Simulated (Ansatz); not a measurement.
Basis sets compared for Au4F3. The state is a doublet with charge 0. Geometry PBE-D4/def2-SVP. Ansatz on 4 threads of Intel Xeon 6975P-C on a shared host; times are rough, and most runs start from earlier orbitals.

```xyz
7

Au    0.334   -0.250   -1.360
Au   -1.220   -0.309    1.661
Au    0.938    1.020    0.846
Au    2.443    1.355   -1.332
F    -0.065   -1.176   -3.055
F    -1.435   -1.146   -0.158
F    -0.996    0.505    3.398
```

In the def2 sets Au takes a core potential; there is no spin–orbit coupling. No other spin state of charge 0 was run. Another isomer (doublet) lies 0.30 eV lower at PBE0-D4/def2-TZVP; other spin states weren't run for this one.

Binding counts from free atoms (Au doublet, F doublet) in the same basis, without a counterpoise term.

| level | functions | energy (Eh) | HOMO (eV) | LUMO (eV) | binding per atom (eV) | wall time |
| --- | --- | --- | --- | --- | --- | --- |
| PBE-D4/def2-SVP | 170 | -842.1576 | -6.73 | -6.33 | 2.25 | 2.8 s |
| PBE0-D4/def2-SVP | 170 | -841.9319 | -7.96 | -5.70 | 1.93 | 5.5 s |

Estimate the rows for PBE-D4/def2-TZVP (with forces), PBE0-D4/def2-TZVP.


```tsv
level	functions	energy (Eh)	HOMO (eV)	LUMO (eV)	binding per atom (eV)	wall time
PBE-D4/def2-TZVP (with forces)	253	-842.5677	-6.83	-6.43	2.24	5.5 s
PBE0-D4/def2-TZVP	253	-842.3407	-8.03	-5.77	1.96	14 s
```
